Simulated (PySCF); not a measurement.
The multiplicity is imposed and other spin states were not computed.

Z-matrix (Å, degrees):
```
Au
C 1 2.0530
H 2 1.1090 1 111.33
H 2 1.1097 3 108.81 1 121.90
H 2 1.1101 3 108.49 4 117.17
C 1 2.2717 2 162.22 3 79.63
C 6 1.3811 1 72.39 2 -179.91
H 6 1.1021 7 121.23 1 -96.72
H 7 1.1021 6 121.23 8 -0.06
H 7 1.1021 9 116.29 6 -167.39
H 6 1.1021 8 116.27 7 167.31
```
Charge 0, spin multiplicity 1.

Q: What total energy, HOMO and charge on the central atom (Mulliken) does PySCF with TPSSh-D3(BJ)/def2-TZVP // PBE-D3(BJ)/def2-SVP give?

A: 
```json
{
  "total_energy": "-254.2883 Ha",
  "HOMO": "-6.07 eV",
  "charge on the central atom (Mulliken)": "0.15 e"
}
```
